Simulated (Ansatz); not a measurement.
```yaml
crystal:
  periodic: [false, false, false]
  atoms:
    - {symbol: Cl, position_ang: [-0.912889, -0.257942, 1.891897]}
    - {symbol: Ge, position_ang: [0.005635, -0.035532, -0.004585]}
    - {symbol: Cl, position_ang: [1.798401, -1.164411, -0.041701]}
    - {symbol: Cl, position_ang: [-1.305284, -0.769865, -1.498570]}
    - {symbol: Br, position_ang: [0.464036, 2.154151, -0.388240]}
basis:
  gaussian: {orbitals: pcseg-2}
hamiltonian: {xc: {name: PBE}, dispersion: d4, pseudopotentials: {relativity: none}}
output: {forces: true}
```

```sh
$ ansatz run in.yaml --threads 4 --pin off --events-out ev --progress --plain --max-ram 10444MiB
```

It prints (some lines left out):

```
Functional definition: PBE
1551 factors; their error is unknown
mean field evaluation 1: about -164106.3321 eV, gradient 2.9e1 eV
mean field evaluation 2: about -164105.5959 eV, gradient 3.6e1 eV
mean field evaluation 4: about -164107.6487 eV, gradient 2.1e0 eV
mean field evaluation 8: about -164107.6628 eV, gradient 1.0e-2 eV
mean field evaluation 16: about -164107.5979 eV, gradient 2.4e-5 eV
mean field -164107.59794257 eV, -6030.8429882643 hartree, gradient 2.4e-5 eV, S^2 0.000000; 0 other end points of the search recorded, 0 dependent functions left out
reference -164107.59797917 eV, -6030.8429896093 hartree; 59, 59 occupied and 129, 129 virtual orbitals, 1551 factors
Total energy: -164107.86602316 eV, -6030.8528400444 hartree
Atom 0 at    -0.912889    -0.257942     1.891897 Å, force    -0.190228    -0.051575     0.391405 eV/Å
Atom 1 at     0.005635    -0.035532    -0.004585 Å, force     0.009535     0.045474    -0.008099 eV/Å
Atom 2 at     1.798401    -1.164411    -0.041701 Å, force     0.367989    -0.238276    -0.006460 eV/Å
Atom 3 at    -1.305284    -0.769865    -1.498570 Å, force    -0.271331    -0.157082    -0.306641 eV/Å
Atom 4 at     0.464036     2.154151    -0.388240 Å, force     0.084035     0.401459    -0.070205 eV/Å
Dipole moment:     0.015957     0.076151    -0.013340 e Å
```

Run time 2.4 s (4 threads of an Arm Neoverse V2 on a shared host); peak host memory 0.3 GiB.
